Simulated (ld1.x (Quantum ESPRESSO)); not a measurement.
**Logarithmic derivatives: Co (Z = 27), ultrasoft**

```
Element                 : cobalt
Generator               : ld1.x (Quantum ESPRESSO) 7.5
Type                    : ultrasoft
Functional              : PBE
Relativity              : scalar-relativistic
Frozen core             : [Ar]
Valence charge          : 9
Reference configuration : 3d7 4s0 4p0 (charge +2)
Partial waves           : 4s (bound, empty): rcut 1.50, rcutus 1.75 bohr; 4s channel at -0.6 Ry: rcut 1.50, rcutus 1.75 bohr; 4p (bound, empty): rcut 1.70, rcutus 2.00 bohr; 4p channel at -0.35 Ry: rcut 1.70, rcutus 2.00 bohr; 3d (bound): rcut 1.00, rcutus 1.30 bohr; 3d channel at 0.8 Ry: rcut 1.00, rcutus 1.30 bohr; 4f channel at -0.05 Ry: rc 2.10 bohr
Local potential         : the f channel
Core correction         : a·sin(br)/r model core inside 0.70 bohr
Augmentation charge     : PSQ, inside the norm-conserving radii
```

The phase is arctan(r·u′/u) with u = r·R(r), unwrapped; energies in Ry, scanned from -4 to 5 Ry. A pole is an energy at which the radial function vanishes at the test radius. The pseudo phase is shifted by a multiple of π to meet the all-electron one at the reference energy, and phase errors are pseudo minus all-electron; the curves can meet again beyond the range given. Levels narrower than the energy grid can be missing from the lists of poles.

| channel | radius (bohr) | reference energy (Ry) | poles, all-electron | poles, pseudo | unbroken range about the reference energy with phases within 0.05 rad | phase error 1 Ry above the reference energy (rad) |
| --- | --- | --- | --- | --- | --- | --- |
| s | 2.31 | -1.54 | 1.00 | 0.96 | the whole range | -0.000 |
| p | 2.31 | -1.08 | 2.19 | 2.29 | below 4.7 | +0.000 |
| d | 2.31 | -1.99 | -1.82, 4.14 | -1.82, 4.15 | the whole range | +0.000 |
| f | 2.31 | -0.05 | 4.61 | 4.74 | the whole range | +0.001 |

The ghost test of this file was not conclusive. Its overlap operator is not positive definite in a basis up to 400 Ry (lowest eigenvalue s -0.04), so the file is unfit for use: the generalised eigenproblem breaks down once the basis is large enough, and its test numbers describe a broken file.

Phases in the f channel:

```tsv
E (Ry)	all-electron	pseudo
-4.00	1.365	1.365
-3.76	1.359	1.359
-3.52	1.353	1.353
-3.28	1.347	1.347
-3.04	1.340	1.340
-2.80	1.332	1.332
-2.56	1.323	1.323
-2.32	1.314	1.314
-2.08	1.303	1.303
-1.84	1.291	1.291
-1.60	1.278	1.278
-1.36	1.262	1.262
-1.12	1.244	1.244
-0.88	1.224	1.224
-0.64	1.199	1.199
-0.40	1.169	1.169
-0.16	1.131	1.131
0.08	1.085	1.085
0.32	1.023	1.023
0.56	0.941	0.941
0.80	0.824	0.825
1.04	0.654	0.655
1.28	0.400	0.403
1.52	0.043	0.049
1.76	-0.364	-0.355
2.00	-0.711	-0.701
2.24	-0.955	-0.946
2.48	-1.119	-1.111
2.72	-1.232	-1.224
2.96	-1.314	-1.306
3.20	-1.375	-1.368
3.44	-1.424	-1.416
3.68	-1.463	-1.455
3.92	-1.496	-1.488
4.16	-1.525	-1.516
4.40	-1.550	-1.540
4.64	-1.573	-1.562
4.88	-1.595	-1.583
```
